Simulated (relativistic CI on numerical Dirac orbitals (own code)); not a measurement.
Re14+: sensitivity of the levels to the model

Base calculation: Dirac-Coulomb-Breit CI, KLI orbitals optimised for each configuration, model QED, unscaled Slater integrals.

Configuration list (outside the closed core [Kr] 4d10): 4f¹³5s², 4f¹⁴5s, 4f¹³5s5p, 4f¹²5s²5p, 4f¹⁴5p, 4f¹²5s5p², 4f¹³5s5d, 4f¹²5s²5d, 4f¹⁴5d, 4f¹³5s5f, 4f¹³5p5d, 4f¹¹5s²5p6s, 4f¹⁴6s. Double excitations out of closed p, d and f shells are left out; levels of such configurations are missing from the list, as are those of other unlisted configurations, and high levels can miss mixing partners.

Variants: (1) QED terms removed; (2) one mean potential for all configurations. Shifts of the energy above 4f¹³5s² ²F°7/2, in cm⁻¹, for the lowest level and the first level of each name with at least 55 % of one term (blank where a level changes its place among those of its configuration and J or its character, or is not in the variant):

| Level | Base | Δ(1) | Δ(2) |
| --- | --- | --- | --- |
| 4f¹³5s² ²F°7/2 | 0.0 | 0.0 | 0.0 |
| 4f¹³5s² ²F°5/2 | 19729.3 | -81.6 | +220.2 |
| 4f¹²5s²5p ⁴G°11/2 | 126655.7 | -348.0 | +28188.3 |
| 4f¹⁴5s ²S1/2 | 137320.6 | +2267.4 | +2106.0 |
| 4f¹²5s²5p ⁴I°11/2 | 148511.1 | -425.1 | +29153.7 |
| 4f¹²5s²5p ²K°13/2 | 194253.4 | -419.2 | +27952.4 |
| 4f¹²5s²5p ⁴D°1/2 | 196491.4 | -420.6 | +27668.4 |
| 4f¹²5s²5p ²H°11/2 | 197072.2 | -421.6 | +28149.7 |
| 4f¹²5s²5p ⁴I°15/2 | 256452.8 | -477.7 | +30395.1 |
| 4f¹²5s²5p ²P°1/2 | 269501.9 | -441.9 | +27158.5 |
| 4f¹²5s²5p ⁴H°13/2 | 272148.1 | -477.6 | +30434.8 |
| 4f¹²5s²5p ⁴I°13/2 | 278206.4 | -555.1 | +31372.7 |

At this charge transitions that keep the count of f electrons are usually good to a few per cent. Terms inside the open d or f shell come out 10 to 20 % too wide with unscaled integrals. Levels and lines within the n = 5 or 6 shells can be off by up to 10 % or somewhat more, and those that change n by about 2 %, since core polarisation is missing. Levels that differ in their count of f electrons can be misplaced by several ten thousand cm⁻¹, since the correlation energy of f electrons is missing or only estimated; rates across such gaps can be off by orders of magnitude.

Ionisation energy from one configuration of each of the two ions, the ground ones as tabulated or assumed: base 326.16 eV. The NIST ASD value (theoretical) is 330 ± 16 eV.

LS names give the leading component of a level, which can be under half, so a name can repeat, a term be missing and a line seem to break the LS rules.
